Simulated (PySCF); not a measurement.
NMR data simulated for an unnamed compound:

1H NMR (600 MHz, computed): δ 5.69 (m, 1H), 4.00 (q, 2H), 2.87 (m, 1H), 2.13 (m, 2H), 1.79 (m, 2H), 1.38 (t, 3H).

13C{1H} NMR (computed): δ 130.4 (C), 63.9 (CH2), 29.1 (CH2), 20.6 (CH3), 14.8 (CH).

[PySCF 2.14: coordinates at the GFN2-xTB level; shielding tensors at PBE0/pcSseg-1 (GIAO); one conformer; no solvent model; equivalent nuclei averaged; non-relativistic Hamiltonian]

Chemical shifts δ = σref − σ; TMS for 1H (31.72 ppm), 13C (186.93 ppm), all at this level.

Problem. Which of these does the molecule contain: an aldehyde, a tert-butyl group, a CH3CH2 unit, an S-methyl group, a Si–H bond, a nitrile?

Solution. 
- An aldehyde: no.
- A tert-butyl group: no.
- A CH3CH2 unit: yes (δC 20.6, 63.9; δH 1.38 (t), 4.00 (q)).
- An S-methyl group: no.
- A Si–H bond: yes (δH 5.69 (m)).
- A nitrile: yes (δC 130.4).

The data belong to `CCO[Si@H]1C[C@H](C#N)C1`, C$_{6}$H$_{11}$NOSi; they needn't prove each group on their own.

Carbon signals by region: 1 in the sp2 and nitrile region (100–160 ppm), 1 at 50–100 ppm, 3 below 50 ppm.

Shifts are as computed. Against solution values, carbons near 30 ppm lie about +3 ppm off and those near 130 ppm about +5 ppm. Of 1211 compounds with measured shifts, 218 miss one by over three times the rms of a fit or turn the order of signals round; such compounds aren't used in these exercises. No couplings were computed; multiplicities are counted from neighbouring protons, with m where these are inequivalent, close in shift, in a saturated or five-membered ring or joined by F or P, and br s for small geminal =CH2 splittings.
